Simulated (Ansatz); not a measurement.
Ansatz (a program for electronic structure) job for Si(H)2(OAc)(OH) (C2H6O3Si), SMILES CC(=O)O[SiH2]O, B3LYP-D3(BJ)/def2-SVP. 

Ansatz 0.2 input:
```yaml
crystal:
  periodic: [false, false, false]
  atoms:
    - {symbol: Si, position_ang: [-1.37709377, -0.05986311, 0.00866551]}
    - {symbol: O, position_ang: [-2.16807219, 1.34503807, 0.11206587]}
    - {symbol: O, position_ang: [0.22758010, 0.39598016, -0.03993653]}
    - {symbol: C, position_ang: [1.23155308, -0.47028278, -0.01640380]}
    - {symbol: C, position_ang: [2.57474421, 0.20674583, -0.06511758]}
    - {symbol: O, position_ang: [1.06112181, -1.65741312, 0.04126949]}
    - {symbol: H, position_ang: [-1.67896565, -0.75344901, 1.24421892]}
    - {symbol: H, position_ang: [-1.66246098, -0.77054268, -1.23048526]}
    - {symbol: H, position_ang: [-1.86269184, 2.13303054, -0.33137993]}
    - {symbol: H, position_ang: [3.36419025, -0.53785416, -0.09244452]}
    - {symbol: H, position_ang: [2.62812713, 0.84382360, -0.94485610]}
    - {symbol: H, position_ang: [2.68829232, 0.83545619, 0.81556761]}
basis:
  gaussian:
    orbitals: def2-SVP
hamiltonian:
  xc: b3lyp
  dispersion: d3bj
relax: {f_tol: 0.002, max_steps: 200}
```

Log of the run:

```
WARN ansatz: RAYON_NUM_THREADS=1 ignored (pool sized by the plan → 1); use --threads N
Functional definition: B3LYP
integrals: 0.08 GiB planned
1247 factors; integrals over basis functions are off by at most 4.4e-4 eV
mean field: 0.54 GiB planned
mean field evaluation 1: about -16173.9401 eV, gradient 7.7e1 eV
mean field evaluation 2: about -16161.2242 eV, gradient 1.1e2 eV
mean field evaluation 4: about -16184.6337 eV, gradient 6.6e0 eV
mean field evaluation 8: about -16184.7353 eV, gradient 3.4e-1 eV
mean field evaluation 16: about -16184.7356 eV, gradient 2.0e-5 eV
mean field -16184.73557064 eV, -594.7780618134 hartree, gradient 2.0e-5 eV, S^2 0.000000; 0 other end points of the search recorded, 0 dependent functions left out
the calculation of the forces begins
reference -16184.73582768 eV, -594.7780712592 hartree; 28, 28 occupied and 90, 90 virtual orbitals, 1247 factors
relax step   1: F+E_penalty+E_count = -16185.14546029 eV  Δ(F+E_penalty+E_count) = +0.000e0 eV  max|allowed force component| = 9.547e-1 eV/Å  Δτ_max = 0.0000 Å  (27 SCF iters, accepted)
these checks for a lower state are left out or cut short: starts, cluster_reference, orbital_swaps, neighbouring_geometries, increment
integrals: 0.08 GiB planned
1247 factors; integrals over basis functions are off by at most 4.5e-4 eV
mean field: 0.54 GiB planned
mean field -16184.83257517 eV, -594.7816266639 hartree, gradient 7.6e-5 eV, S^2 0.000000; 0 other end points of the search recorded, 0 dependent functions left out
the calculation of the forces begins
reference -16184.83283354 eV, -594.7816361589 hartree; 28, 28 occupied and 90, 90 virtual orbitals, 1247 factors
relax step   2: F+E_penalty+E_count = -16185.23899699 eV  Δ(F+E_penalty+E_count) = -9.354e-2 eV  max|allowed force component| = 5.475e-1 eV/Å  Δτ_max = 0.0763 Å  (27 SCF iters, accepted)
these checks for a lower state are left out or cut short: starts, cluster_reference, orbital_swaps, neighbouring_geometries, increment
integrals: 0.08 GiB planned
1247 factors; integrals over basis functions are off by at most 4.5e-4 eV
mean field: 0.54 GiB planned
mean field -16184.85829940 eV, -594.7825720118 hartree, gradient 7.9e-5 eV, S^2 0.000000; 0 other end points of the search recorded, 0 dependent functions left out
the calculation of the forces begins
reference -16184.85855812 eV, -594.7825815199 hartree; 28, 28 occupied and 90, 90 virtual orbitals, 1247 factors
relax step   3: F+E_penalty+E_count = -16185.26273310 eV  Δ(F+E_penalty+E_count) = -2.374e-2 eV  max|allowed force component| = 2.089e-1 eV/Å  Δτ_max = 0.0805 Å  (27 SCF iters, accepted)
these checks for a lower state are left out or cut short: starts, cluster_reference, orbital_swaps, neighbouring_geometries, increment
integrals: 0.08 GiB planned
1247 factors; integrals over basis functions are off by at most 4.5e-4 eV
mean field: 0.54 GiB planned
mean field evaluation 32: about -16184.8660 eV, gradient 1.0e-4 eV
mean field -16184.86597159 eV, -594.7828539597 hartree, gradient 1.4e-5 eV, S^2 0.000000; 0 other end points of the search recorded, 0 dependent functions left out
the calculation of the forces begins
reference -16184.86622878 eV, -594.7828634112 hartree; 28, 28 occupied and 90, 90 virtual orbitals, 1247 factors
relax step   4: F+E_penalty+E_count = -16185.27142058 eV  Δ(F+E_penalty+E_count) = -8.687e-3 eV  max|allowed force component| = 3.306e-1 eV/Å  Δτ_max = 0.0952 Å  (30 SCF iters, accepted)
these checks for a lower state are left out or cut short: starts, cluster_reference, orbital_swaps, neighbouring_geometries, increment
integrals: 0.08 GiB planned
1247 factors; integrals over basis functions are off by at most 4.5e-4 eV
mean field: 0.54 GiB planned
mean field -16184.86848518 eV, -594.7829463326 hartree, gradient 8.1e-5 eV, S^2 0.000000; 0 other end points of the search recorded, 0 dependent functions left out
the calculation of the forces begins
reference -16184.86874116 eV, -594.7829557397 hartree; 28, 28 occupied and 90, 90 virtual orbitals, 1247 factors
relax step   5: F+E_penalty+E_count = -16185.27567757 eV  Δ(F+E_penalty+E_count) = -4.257e-3 eV  max|allowed force component| = 3.800e-1 eV/Å  Δτ_max = 0.0676 Å  (27 SCF iters, accepted)
these checks for a lower state are left out or cut short: starts, cluster_reference, orbital_swaps, neighbouring_geometries, increment
integrals: 0.08 GiB planned
1247 factors; integrals over basis functions are off by at most 4.4e-4 eV
mean field: 0.54 GiB planned
mean field -16184.86868749 eV, -594.7829537674 hartree, gradient 1.7e-5 eV, S^2 0.000000; 0 other end points of the search recorded, 0 dependent functions left out
the calculation of the forces begins
reference -16184.86894363 eV, -594.7829631802 hartree; 28, 28 occupied and 90, 90 virtual orbitals, 1247 factors
relax step   6: F+E_penalty+E_count = -16185.27637174 eV  Δ(F+E_penalty+E_count) = -6.942e-4 eV  max|allowed force component| = 4.396e-1 eV/Å  Δτ_max = 0.1050 Å  (30 SCF iters, accepted)
these checks for a lower state are left out or cut short: starts, cluster_reference, orbital_swaps, neighbouring_geometries, increment
integrals: 0.08 GiB planned
1247 factors; integrals over basis functions are off by at most 4.4e-4 eV
mean field: 0.54 GiB planned
mean field -16184.87610446 eV, -594.7832263360 hartree, gradient 7.5e-5 eV, S^2 0.000000; 0 other end points of the search recorded, 0 dependent functions left out
the calculation of the forces begins
reference -16184.87636018 eV, -594.7832357335 hartree; 28, 28 occupied and 90, 90 virtual orbitals, 1247 factors
relax step   7: F+E_penalty+E_count = -16185.28301237 eV  Δ(F+E_penalty+E_count) = -6.641e-3 eV  max|allowed force component| = 4.348e-2 eV/Å  Δτ_max = 0.0275 Å  (27 SCF iters, accepted)
these checks for a lower state are left out or cut short: starts, cluster_reference, orbital_swaps, neighbouring_geometries, increment
integrals: 0.08 GiB planned
1247 factors; integrals over basis functions are off by at most 4.4e-4 eV
mean field: 0.54 GiB planned
mean field -16184.87629969 eV, -594.7832335104 hartree, gradient 7.8e-5 eV, S^2 0.000000; 0 other end points of the search recorded, 0 dependent functions left out
the calculation of the forces begins
reference -16184.87655544 eV, -594.7832429092 hartree; 28, 28 occupied and 90, 90 virtual orbitals, 1247 factors
relax step   8: F+E_penalty+E_count = -16185.28318867 eV  Δ(F+E_penalty+E_count) = -1.763e-4 eV  max|allowed force component| = 1.812e-2 eV/Å  Δτ_max = 0.0171 Å  (26 SCF iters, accepted)
these checks for a lower state are left out or cut short: starts, cluster_reference, orbital_swaps, neighbouring_geometries, increment
integrals: 0.08 GiB planned
1247 factors; integrals over basis functions are off by at most 4.4e-4 eV
mean field: 0.54 GiB planned
mean field -16184.87671682 eV, -594.7832488397 hartree, gradient 7.8e-5 eV, S^2 0.000000; 0 other end points of the search recorded, 0 dependent functions left out
the calculation of the forces begins
reference -16184.87697261 eV, -594.7832582399 hartree; 28, 28 occupied and 90, 90 virtual orbitals, 1247 factors
relax step   9: F+E_penalty+E_count = -16185.28344257 eV  Δ(F+E_penalty+E_count) = -2.539e-4 eV  max|allowed force component| = 5.655e-3 eV/Å  Δτ_max = 0.0146 Å  (28 SCF iters, accepted)
these checks for a lower state are left out or cut short: starts, cluster_reference, orbital_swaps, neighbouring_geometries, increment
integrals: 0.08 GiB planned
1247 factors; integrals over basis functions are off by at most 4.4e-4 eV
mean field: 0.54 GiB planned
mean field evaluation 64: about -16184.8767 eV, gradient 3.7e-4 eV
mean field -16184.87669169 eV, -594.7832479162 hartree, gradient 2.3e-5 eV, S^2 0.000000; 0 other end points of the search recorded, 0 dependent functions left out
the calculation of the forces begins
reference -16184.87694748 eV, -594.7832573161 hartree; 28, 28 occupied and 90, 90 virtual orbitals, 1247 factors
relax step  10: F+E_penalty+E_count = -16185.28345643 eV  Δ(F+E_penalty+E_count) = -1.385e-5 eV  max|allowed force component| = 3.924e-3 eV/Å  Δτ_max = 0.0055 Å  (23 SCF iters, accepted)
these checks for a lower state are left out or cut short: starts, cluster_reference, orbital_swaps, neighbouring_geometries, increment
integrals: 0.08 GiB planned
1247 factors; integrals over basis functions are off by at most 4.4e-4 eV
mean field: 0.54 GiB planned
mean field -16184.87670291 eV, -594.7832483285 hartree, gradient 2.9e-5 eV, S^2 0.000000; 0 other end points of the search recorded, 0 dependent functions left out
the calculation of the forces begins
reference -16184.87695871 eV, -594.7832577289 hartree; 28, 28 occupied and 90, 90 virtual orbitals, 1247 factors
relax step  11: F+E_penalty+E_count = -16185.28345893 eV  Δ(F+E_penalty+E_count) = -2.500e-6 eV  max|allowed force component| = 6.136e-4 eV/Å  Δτ_max = 0.0013 Å  (21 SCF iters, accepted)
integrals: 0.08 GiB planned
1247 factors; integrals over basis functions are off by at most 4.4e-4 eV
mean field: 0.54 GiB planned
mean field -16184.87670291 eV, -594.7832483285 hartree, gradient 2.9e-5 eV, S^2 0.000000; 1 other end points of the search recorded, 0 dependent functions left out
the calculation of the forces begins
reference -16184.87695871 eV, -594.7832577289 hartree; 28, 28 occupied and 90, 90 virtual orbitals, 1247 factors
Total energy: -16185.28371472 eV, -594.7982057367 hartree
Atom 0 at    -1.348531     0.008828     0.053359 Å, force    -0.000397    -0.000573    -0.000018 eV/Å
Atom 1 at    -2.248418     1.389380     0.204871 Å, force    -0.000222     0.000457    -0.000066 eV/Å
Atom 2 at     0.293110     0.518107     0.020717 Å, force     0.000614     0.000215     0.000195 eV/Å
Atom 3 at     1.252801    -0.425482    -0.026857 Å, force    -0.000101     0.000241    -0.000141 eV/Å
Atom 4 at     2.641514     0.153926    -0.051737 Å, force    -0.000209    -0.000259     0.000159 eV/Å
Atom 5 at     0.984314    -1.604511    -0.043561 Å, force     0.000280    -0.000249    -0.000070 eV/Å
Atom 6 at    -1.613650    -0.790713     1.264206 Å, force     0.000163     0.000314    -0.000220 eV/Å
Atom 7 at    -1.626236    -0.694539    -1.223495 Å, force     0.000078    -0.000052     0.000169 eV/Å
Atom 8 at    -2.241456     2.018284    -0.525939 Å, force    -0.000083    -0.000135     0.000087 eV/Å
Atom 9 at     3.383381    -0.651945    -0.093413 Å, force     0.000015    -0.000105    -0.000070 eV/Å
Atom 10 at     2.750262     0.818028    -0.923003 Å, force    -0.000000     0.000160    -0.000081 eV/Å
Atom 11 at     2.799234     0.771307     0.846016 Å, force    -0.000136    -0.000015     0.000057 eV/Å
Dipole moment:     0.130555     0.455770    -0.251533 e Å
```

The run converged.

Cost: about 50 core-seconds (a rough figure).
